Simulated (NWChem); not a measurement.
System: GeH$_{3}$TeBr; SMILES [GeH3][Te]Br

Here is an NWChem input.

```
start job
memory heap 200 mb stack 900 mb global 1100 mb
geometry units angstroms noautoz
  Te     0.998286     0.011214     0.040176
  Br    -0.761615     1.824077    -0.055093
  Ge    -0.740289    -1.883175     0.009286
  H      0.085557    -3.182131     0.065860
  H     -1.651376    -1.758564     1.239388
  H     -1.554455    -1.807494    -1.290827
end
basis spherical
  * library def2-svp
end
ecp
  Te library def2-ecp
end
dft
  xc xpbe96 cpbe96
  iterations 150
  vectors input atomic output neutral.movecs
end
task dft energy
charge 1
dft
  odft
  mult 2
  vectors input atomic output cation.movecs
end
task dft energy
```

Coordinates come from a PBE0/def2-SVP optimisation. Not confirmed as a minimum by frequencies. def2 effective core potentials on Te; no spin-orbit coupling.

Ions are spin-unrestricted doublets at the neutral geometry; other ion states weren't tried.

### Question
Predict the main results of this run. (PBE/def2-SVP with def2 effective core potentials on Te, vertical spin-unrestricted ions.) Quantities: vertical ionisation energy, ΔSCF (eV); −ε(HOMO) (eV).

### Answer
| Quantity | Value |
|---|---|
| vertical ionisation energy, ΔSCF (eV) | 8.16 |
| −ε(HOMO) (eV) | 5.27 |
